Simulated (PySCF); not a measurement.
Mo(O)2(OH) (HMoO3), SMILES [Mo+]([OH])(=[O])=[O], charge +1, multiplicity 1.

The structure is a stationary point at B3LYP-D3(BJ)/def2-SVP. The spin state was assumed, not searched. The isomer is the one that the SMILES or the coordinates give; other isomers of the formula were not compared. The def2 effective core potentials stand for the cores of Mo; spin–orbit coupling is left out. Other conformers were not sampled.

Calculation: ωB97X/def2-TZVPD in PySCF.

Isolated molecule, no solvent.

Problem. Estimate the frontier levels, gap, dipole moment and polarisability. (Estimate from the structure and the level; the computed values follow.)

Solution. 
```json
{
 "highest_occupied_level": "-18.06 eV",
 "lowest_empty_level": "-8.43 eV",
 "orbital_gap": "9.64 eV",
 "dipole_moment_about_the_centre_of_nuclear_charge": "3.94 D",
 "mean_static_polarisability": "38.2 bohr³ (5.66 Å³)",
 "polarisability_principal_values": "25.1, 43.2, 46.2 bohr³"
}
```
